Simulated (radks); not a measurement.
Question: Radial electron density D(r) = 4 pi r^2 rho(r) of an atom or ion with 41 electrons. Method: Dirac Kohn-Sham, PBE, spin-unpolarised, spherical densities, finite nucleus; Fermi nuclear charge, rms radius of each element as measured or else 0.836 A^(1/3) + 0.57 fm; computed with a radial shooting solver on a logarithmic mesh with Libxc functionals.

r (bohr),D(r) (e/bohr)
0.001421,1.448
0.001926,2.481
0.002589,4.134
0.003509,6.847
0.004756,11.04
0.006394,16.98
0.008666,25.20
0.01174,35.04
0.01579,44.48
0.0214,51.02
0.029,51.49
0.03899,46.92
0.05285,43.90
0.07162,50.24
0.09629,61.32
0.1305,61.07
0.1769,45.94
0.2378,39.15
0.3223,46.92
0.4368,41.98
0.5872,21.97
0.7958,10.96
1.079,10.32
1.462,7.237
1.965,3.217
2.663,1.415
3.61,0.8071
4.853,0.3957
6.577,0.1276
8.914,0.02554
11.98,0.002766
16.24,0.0001066

What is the nuclear charge?

Answer: Z = 41. The innermost maximum, from 1s, lies near gamma/Z bohr with gamma = sqrt(1 - (Z/c)^2) = 0.954, here 0.0233 bohr (found: 0.0255), and its height grows with Z. The density is that of neutral niobium in [Kr] 4d3 5s1 5p1; the configuration itself is not fixed sharply by these data, and Z only to a few units. D(r) has 4 maxima, at r = 0.0255, 0.112, 0.355, 1.00 bohr, and minima at 0.0512, 0.227, 0.912 bohr, inside which lie 2.05, 11.07, 29.51 electrons.
